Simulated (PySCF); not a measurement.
**Electron correlation in Yb⁺ (ytterbium, charge +1)**

Starting occupation: [Xe] 4f14 6s1, 6s1/2 with m_j = +1/2. All numbers are calculated (PySCF 2.14, X2C-1e with screened-nucleus spin-orbit coupling, Gaussian nucleus, in x2c-SVPall-2c (7s10p9d3f1g, 112 functions)). Frozen: [Ar] 3d10; 41 electrons correlated; the 16 highest virtual spinors left out.

MP2 pair energies summed by pair of shells (mhartree):

```
       pair   energy  share (%)
4f5/2-4f7/2  -216.30       17.1
4f7/2-4f7/2  -131.98       10.4
4d5/2-4f7/2   -70.56        5.6
4f5/2-4f5/2   -66.09        5.2
4f7/2-5p3/2   -64.44        5.1
4d5/2-4f5/2   -53.68        4.2
5p3/2-5p3/2   -53.63        4.2
4f5/2-5p3/2   -51.46        4.1
5p1/2-5p3/2   -50.65        4.0
4d3/2-4f7/2   -47.18        3.7
4d3/2-4d5/2   -41.82        3.3
4f7/2-5p1/2   -37.75        3.0
4d3/2-4f5/2   -32.96        2.6
4d5/2-4d5/2   -27.86        2.2
4d5/2-4p3/2   -25.06        2.0
4f7/2-4p3/2   -22.93        1.8
4f5/2-5p1/2   -21.80        1.7
4d3/2-4p3/2   -17.98        1.4
4f5/2-4p3/2   -17.67        1.4
5p3/2-5s1/2   -17.52        1.4
4d5/2-4p1/2   -13.45        1.1
5p1/2-5p1/2   -13.00        1.0
4d5/2-5p3/2   -12.42        1.0
5p3/2-6s1/2   -11.62        0.9
4d3/2-4d3/2   -11.61        0.9
4f7/2-4p1/2   -10.63        0.8
5p1/2-5s1/2    -8.62        0.7
4d3/2-4p1/2    -7.97        0.6
4d3/2-5p3/2    -7.62        0.6
4f7/2-5s1/2    -7.37        0.6
```

Total MP2 correlation energy: -1263.8 mhartree.

This basis was not built for core-valence correlation, so the inner-shell part is incomplete.
